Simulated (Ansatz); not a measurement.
def2 core potentials replace the inner electrons of Bi.

Method: frozen-core CCSD(T)/def2-TZVPP // PBE0-D3(BJ)/def2-SVP (Ansatz, an electronic-structure program).

Ansatz 0.2 input:
```yaml
crystal:
  periodic: [false, false, false]
  atoms:
    - { symbol: C, position_ang: [2.375496, -0.639982, 0.205129] }
    - { symbol: C, position_ang: [1.029169, -0.613298, 0.52459] }
    - { symbol: C, position_ang: [0.348188, 0.554064, 0.91469] }
    - { symbol: Bi, position_ang: [-0.968694, 1.125866, -1.230745] }
    - { symbol: O, position_ang: [-1.282183, -0.896368, -1.462148] }
    - { symbol: O, position_ang: [-2.690235, 1.630996, -0.244235] }
    - { symbol: H, position_ang: [2.987561, 0.267489, 0.231969] }
    - { symbol: H, position_ang: [2.87017, -1.578125, -0.058297] }
    - { symbol: H, position_ang: [0.455188, -1.543953, 0.462319] }
    - { symbol: H, position_ang: [-0.61151, 0.466934, 1.4392] }
    - { symbol: H, position_ang: [0.910009, 1.480391, 1.09065] }
    - { symbol: H, position_ang: [-2.120565, -1.170624, -1.861784] }
    - { symbol: H, position_ang: [-3.302596, 0.916609, -0.011339] }
basis:
  gaussian: { orbitals: def2-TZVPP }
correlation:
  method: ccsd_t
total_charge: 1
magnetization:
  spin_polarized: true
  initial_magnetization: 1
```

Output:

```
Functional definition: HF
1988 factors; integrals over basis functions are off by at most 1.0e-3 eV
mean field evaluation 1: about -13070.9537 eV, gradient 5.5e1 eV
mean field evaluation 2: about -13070.9589 eV, gradient 5.5e1 eV
mean field evaluation 4: about -13083.1473 eV, gradient 4.7e0 eV
mean field evaluation 8: about -13083.4561 eV, gradient 4.1e-1 eV
mean field evaluation 16: about -13075.9446 eV, gradient 4.6e1 eV
mean field evaluation 32: about -13080.1147 eV, gradient 1.1e0 eV
mean field evaluation 64: about -13078.8676 eV, gradient 6.7e0 eV
mean field -13083.46251391 eV, -480.8083790968 hartree, gradient 6.4e-6 eV, S^2 0.889624; 0 other end points of the search recorded, 0 dependent functions left out
9 core orbitals not correlated
reference -13083.46251391 eV, -480.8083790968 hartree; 23, 22 occupied and 271, 272 virtual orbitals, 1988 factors
second order -37.62665050 eV of doubles, -0.00000000 eV of singles
cycle   1  -36.39206936 eV  change     1.2e0 eV  update   1.7e-1
cycle   2  -37.37289107 eV  change   -9.8e-1 eV  update   6.4e-2
cycle   3  -37.67472599 eV  change   -3.0e-1 eV  update   4.0e-2
cycle   4  -37.70445695 eV  change   -3.0e-2 eV  update   1.8e-2
cycle   5  -37.68868753 eV  change    1.6e-2 eV  update   9.9e-3
cycle   6  -37.69339677 eV  change   -4.7e-3 eV  update   4.3e-3
cycle   7  -37.69638104 eV  change   -3.0e-3 eV  update   2.4e-3
cycle   8  -37.69612827 eV  change    2.5e-4 eV  update   1.4e-3
cycle   9  -37.69644952 eV  change   -3.2e-4 eV  update   8.5e-4
cycle  10  -37.69744753 eV  change   -1.0e-3 eV  update   4.3e-4
cycle  11  -37.69658585 eV  change    8.6e-4 eV  update   1.9e-4
cycle  12  -37.69677119 eV  change   -1.9e-4 eV  update   8.8e-5
cycle  13  -37.69679654 eV  change   -2.5e-5 eV  update   4.3e-5
cycle  14  -37.69681110 eV  change   -1.5e-5 eV  update   2.0e-5
perturbative correction -1.46449733 eV, -0.0538192844 hartree
Total energy: -13122.62382234 eV, -482.2475306372 hartree
```

Cost: roughly 6 core-hours.
